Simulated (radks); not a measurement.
Results of a calculation; reference values are marked as such.
All-electron atom: Rb2+ in [Ar] 3d10 4s2 4p4 5s1 (not the ground configuration). Level of theory: scalar-relativistic Kohn-Sham, PBE, spin-unpolarised, spherical densities, finite nucleus; Fermi nuclear charge, rms radius 4.2036 fm (a radial shooting solver on a logarithmic mesh with Libxc functionals).

Unscreened Slater integrals over Kohn-Sham orbitals (cm^-1).

integral    value
F0(5s,5s)   56522
F0(5s,4p)   69758
G1(5s,4p)  6261.9
F0(5s,4s)   70937
G0(5s,4s)  3908.0
F0(5s,3d)   76526
G2(5s,3d)  2198.9
F0(4p,4p)  124420
F2(4p,4p)   65742
F0(4p,4s)  131960
G1(4p,4s)   89018
F0(4p,3d)  161120
F2(4p,3d)   35563
G1(4p,3d)   11800
G3(4p,3d)   11099
F0(4s,4s)  141310
F0(4s,3d)  179710
G2(4s,3d)   15385
F0(3d,3d)  383230
F2(3d,3d)  185310
F4(3d,3d)  116980

Derived for the open shells (J is the average intra-shell exchange parameter used in DFT+U). 4p: J = F2/5 = 13150 cm^-1.
